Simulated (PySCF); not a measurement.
This PySCF input asks for the NMR shieldings of SMILES C(=C)(C)[P-]N(C)C, [C₅H₁₁NP]-; the geometry comes from GFN2-xTB.

```python
import basis_set_exchange as bse
import numpy as np
from pyscf import gto, dft
from pyscf.prop import nmr

atoms = """
C     1.047280    1.351786   -0.844334
C     1.453032    0.405292    0.019274
C     2.924421    0.246750    0.318785
P     0.449953   -0.788119    0.878362
N    -1.141078   -0.308437    0.261278
C    -1.645682   -1.080928   -0.843336
C    -2.150170   -0.082213    1.258854
H     1.755200    2.023317   -1.317605
H     0.007999    1.488597   -1.085253
H     3.386310    1.210569    0.544724
H     3.058546   -0.418060    1.171639
H     3.447845   -0.188169   -0.536531
H    -2.065371   -2.057848   -0.543283
H    -2.442491   -0.516963   -1.351355
H    -0.831228   -1.253066   -1.544045
H    -2.616776   -1.011127    1.634380
H    -1.697038    0.440866    2.098809
H    -2.949511    0.544072    0.834658
"""
names = dict.fromkeys(["C", "P", "N", "H"], "pcSseg-1")
basis = {el: gto.basis.parse(bse.get_basis(n, elements=[el], fmt="nwchem")) for el, n in names.items()}
mol = gto.M(atom=atoms, basis=basis, charge=-1, verbose=0)
mf = dft.RKS(mol, xc="PBE0")
mf.grids.level = 2
mf.grids.alignment = dft.numint.BLKSIZE   # the property module wants whole blocks of grid points
mf.conv_tol = 1e-9
mf.kernel()

calc = nmr.RKS(mf)   # GIAO
C = mf.mo_coeff
Co = C[:, mf.mo_occ > 0]
resp = mf.gen_response(singlet=True, hermi=2)
def vind(x):   # induced exchange potential for any number of trial vectors
    d = np.einsum("pi,xij,qj->xpq", C, 2 * x.reshape(-1, C.shape[1], Co.shape[1]), Co, optimize=True)
    return np.einsum("xpq,pi,qj->xij", resp(d - d.transpose(0, 2, 1)), C, Co, optimize=True).ravel()
mo1, _ = nmr.rhf.solve_mo1(calc, with_cphf=vind)
sigma = calc.kernel(mo1)
for i, s in enumerate(sigma):   # ppm
    print("%2d %-2s %9.2f" % (i, mol.atom_pure_symbol(i), np.trace(s) / 3))
```

Problem. What are the results?

Solution. 
```
 0 C     105.07
 1 C      15.65
 2 C     164.88
 3 P     173.89
 4 N     235.29
 5 C     134.63
 6 C     132.93
 7 H      27.58
 8 H      27.47
 9 H      30.11
10 H      30.65
11 H      29.74
12 H      29.66
13 H      28.98
14 H      28.70
15 H      29.37
16 H      28.60
17 H      28.78
```

These numbers come from an equivalent density-fitted implementation of the same equations, which agrees with the script to about 0.01 ppm for H and up to a few tenths of a ppm for heavy atoms, so last digits may differ.

Problem. Turn these shieldings into chemical shifts. Shifts are taken against calculated references (same method and geometry level): 13C (σ = 186.93 ppm) and 1H (σ = 31.72 ppm) vs TMS; 31P (σ = 318.38 ppm) vs H3PO4; 15N (σ = 267.73 ppm) against NH3.

Solution. Averaging equivalent atoms: C 1: 171.3; C 0: 81.9; C 5/6: 53.1; C 2: 22.0; P 3: 144.5; N 4: 32.4; H 8: 4.25; H 7: 4.13; H 12/13/14/15/16/17: 2.70; H 9/10/11: 1.55 ppm. Experimental scales use liquid or dissolved standards, which lie at an offset from isolated NH3 (liquid NH3: subtract about 20 ppm) and H3PO4.

Size and cost of the density-fitted run: 181 basis functions, about 80 core-seconds.
